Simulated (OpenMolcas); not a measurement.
A run on Mo2+ among 6 point charges of -0.85 e arranged as a trigonal prism (D3h), 1.83 Å from the ion, with a polar angle of 48.1° against the regular 49.1°.

```yaml
Program: OpenMolcas
Method: "SS-CASPT2, IPEA 0.25 Eh, imaginary shift 0.1 Eh (closed shells correlated: 4s 4p)"
Basis: ANO-RCC-VDZP [6s5p3d1f]
Scalar_Hamiltonian: DKH2, point nucleus
Active_space: 4 electrons in 5 orbitals (4d)
State_averaging: 2S+1 = 5 even, 5 roots; 2S+1 = 3 even, 45 roots; 2S+1 = 1 even, 50 roots
Spin-orbit_coupling: RASSI with atomic mean-field integrals over the reference wave functions
```

First CASPT2 step and the start of its output:

```
&CASPT2
Multistate=5 1 2 3 4 5
NoMult
Frozen=14
IPEA=0.25
Imaginary=0.1
MaxIter=60
WThr=0.0 0.3 0.05
PrWF=0.5
NoMix
```

```
--- CASPT2 ---
Orbital specifications:
      -----------------------

      Symmetry species                           1
                                                 a
      Frozen orbitals                           14
      Inactive orbitals                          4
      Active orbitals                            5
      Secondary orbitals                        20
      Deleted orbitals                           0
      Number of basis functions                 43
Type of calculation                        SS-CASPT2
      Fock operator                              state-specific
      IPEA shift                                 0.25
      Real shift                                 0.00
      Imaginary shift                            0.10
      The input orbitals will be transformed to quasi-canonical
Reference energy:       -4047.9756223593
      E2 (Non-variational):      -0.2214797558
      Shift correction:          -0.0003000484
      E2 (Variational):          -0.2217798042
      Total energy:           -4048.1974021635
      Residual norm:              0.0000002645
      Reference weight:           0.94481
      Contributions to the CASPT2 correlation energy
      Active & Virtual Only:         -0.0242774663
      One Inactive Excited:          -0.0924981170
      Two Inactive Excited:          -0.1047041724
Reference energy:       -4047.9756223550
      E2 (Non-variational):      -0.2214821177
      Shift correction:          -0.0003003658
      E2 (Variational):          -0.2217824835
      Total energy:           -4048.1974048385
      Residual norm:              0.0000002654
      Reference weight:           0.94480
      Contributions to the CASPT2 correlation energy
      Active & Virtual Only:         -0.0242782243
...
```

Over all roots the printed reference weights run from 0.12 to 0.95, and roots that are degenerate in the reference spread by up to 16000 cm-1.

**Question.** Did the run give usable levels, and if not, why?

**Answer.** No. The equations converged, but the reference weight falls to 0.12 for at least one root against 0.95 for the best. A drop of that size marks an intruder state, so the energies of such roots and the levels built on them can't be trusted.
